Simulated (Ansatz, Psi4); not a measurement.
## BClF2 (chlorodifluoroborane): the vertical energy of the triplet above the singlet from total energies

BClF2: 4 atoms, total charge 0, spin state singlet. SMILES: `FB(F)Cl`. The shape is that of a PBE0-D4/def2-TZVP optimisation.

Both states at this one shape; open shells run unrestricted unless said. 1 Eh = 27.2114 eV.

| level | program | singlet BClF2 (Eh) | triplet BClF2 (Eh) |
| --- | --- | --- | --- |
| wB97X/aug-cc-pVDZ | Psi4 | -684.873318 | -684.570681 |
| RPA@PBE/aug-cc-pVDZ, 8 core orbitals frozen | Ansatz | -684.154260 | -683.863499 |
| MP2/aug-cc-pVDZ, 8 core orbitals frozen | Ansatz | -683.884611 | -683.567162 |

Task: Work out the vertical gap, second state less first, at each level.

Result: 
1. wB97X/aug-cc-pVDZ: -684.570681 − (-684.873318) = 0.302637 Eh = 8.24 eV.
2. RPA@PBE/aug-cc-pVDZ: -683.863499 − (-684.154260) = 0.290761 Eh = 7.91 eV.
3. MP2/aug-cc-pVDZ: -683.567162 − (-683.884611) = 0.317449 Eh = 8.64 eV.

No measured value is set beside it here; the levels span 7.91 to 8.64 eV.
